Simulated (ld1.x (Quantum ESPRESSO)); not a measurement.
## Before and after: TM potential for tellurium

* Element: Te (Z = 52)
* Generator: ld1.x (Quantum ESPRESSO) 7.5
* Type: norm-conserving Troullier–Martins (Kleinman–Bylander form)
* Functional: PBEsol
* Relativity: scalar-relativistic
* Frozen core: [Kr] 4d10
* Valence charge: 6
* Reference configuration: 5s2 5p4
* Partial waves: 5s (bound): rc 1.55 bohr; 5p (bound): rc 2.30 bohr; 5d channel at -0.1 Ry: rc 2.25 bohr
* Local potential: all-electron potential smoothed inside 1.20 bohr (lloc = -1)
* Core correction: none

Change: all radii scaled by about 1.16 (s 1.80, p 2.68, d 2.62 bohr); local potential all-electron potential smoothed inside 1.40 bohr (lloc = -1).

Cutoffs: the cutoffs (Ry, on a coarse ladder) from which the occupation-weighted sum of valence levels, in a spherical-Bessel basis at the reference potential, stays within 10 and 1 mRy of its value at 400 Ry; they do not see the model core or the augmentation charge, which bear on the density cutoff. Errors are all-electron minus pseudo energies relative to the spin-unpolarised reference configuration.

Q: Predict the effect on cutoff, ghosts and configuration errors.

A: The potential gets softer (35 Ry and 70 Ry → 30 Ry and 40 Ry); both files keep a bound ghost (p, s); of the 7 tests that both files solve, the error grows in 7 and shrinks in 0 by more than 15 % and 0.3 meV (median size 6.2 → 262.9 meV). A larger radius leaves more room for a smooth pseudo-wave, so fewer plane waves are needed. More of the atom is replaced by a form fitted at one configuration, so other configurations suffer.

```tsv
quantity	base	changed
cutoff, loose	35 Ry	30 Ry
cutoff, tight	70 Ry	40 Ry
loose cutoff by channel (10 mRy a level)	s 30 Ry, p 6 Ry	s 21 Ry, p 6 Ry
bound ghosts	s, p	s, p
error for 5s2 5p3, meV [ΔE 9.75 eV]	-6.2	+263
error for 5s2 5p2, meV [ΔE 27.72 eV]	-26	+960
error for 5s2 5p1, meV [ΔE 54.68 eV]	-58	-6557
error for 5s2 5p4.3, meV [ΔE -1.47 eV]	+0.1	+4.2
error for 5s1 5p4, meV [ΔE 19.63 eV]	+4.0	+685
error for 5s2 5p0, meV [ΔE 91.20 eV]	-65	-161
error for 5s2 5p3.5, meV [ΔE 3.91 eV]	-1.8	+93
```

Changed file: These tests converged, but a pseudo level misses the all-electron one widely, so the file describes the atom poorly there or has found another state: 5s2 5p1: 5s by 10.5 eV (a node warning on the way). A true bound ghost makes a file unfit for plane-wave use even where its test errors are small: the radial tests pick states by their node count and pass the ghost by.
